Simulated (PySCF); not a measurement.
Vertical excitations of a molecule C₆H₆S₂ from TDA-M06-2X/def2-SVPD run with PySCF, as energy in eV (oscillator strength): 4.67 (0.017), 4.81 (0.000), 5.10 (0.005), 5.24 (0.570), 5.76 (0.028), 5.79 (0.000). Lowest triplet (TDA): 3.82 eV. Geometry optimised at PBE0-D3(BJ)/def2-SVP. One conformer was computed; it need not be the lowest.

Task: Identify the compound among the candidates.
A) Sc1ccccc1S
B) C=Cc1cscc1S
C) C=Cc1ccc(S)s1
D) Sc1ccc(S)cc1

Result: D, Sc1ccc(S)cc1
